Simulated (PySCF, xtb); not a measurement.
Al(Me)2(Cl) anion (C2H6AlCl), SMILES [CH3][Al]([Cl])[CH3] (connectivity only; charge and spin as stated), charge -1, multiplicity 2.

Harmonic wavenumbers (cm⁻¹) from xtb with GFN2-xTB at its own minimum, in rising order: 104, 107, 108, 113, 159, 333, 444, 450, 468, 524, 546, 576, 1327, 1335, 1519, 1521, 1521, 1526, 2844, 2852, 2854, 2860, 2875, 2883.

Problem. What does B3LYP-D3(BJ)/def2-SVPD in PySCF 2.14.0 give at its own minimum? (The exact figures need the calculation; the answer reports its results.)

Solution. 120, 131, 139, 140, 183, 340, 526, 541, 581, 624, 652, 693, 1154, 1156, 1407, 1410, 1412, 1422, 2960, 2962, 3034, 3036, 3064, 3064. Paired by order, the mean absolute difference is 103 cm⁻¹ and the zero-point energies are 42.7 and 44.0 kcal/mol.
